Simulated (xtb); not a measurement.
AlClH5NO2Si, SMILES [OH][Al]([OH])[NH][SiH2]Cl. All values are semi-empirical tight-binding results from xtb (GFN2-xTB unless named), good for trends rather than for accurate numbers. Geometry: GFN2-xTB. The structure was generated by enumeration; whether it is a known compound was not checked. One conformer was computed; it need not be the lowest.

For metal compounds this method's bond lengths and energies can be far off.

Computed properties:
The orbital gap comes out as 3.76 eV. The zero-point energy is 36.4 kcal/mol and the G − E(el) at 298.15 K (modified RRHO) is 13.5 kcal/mol.
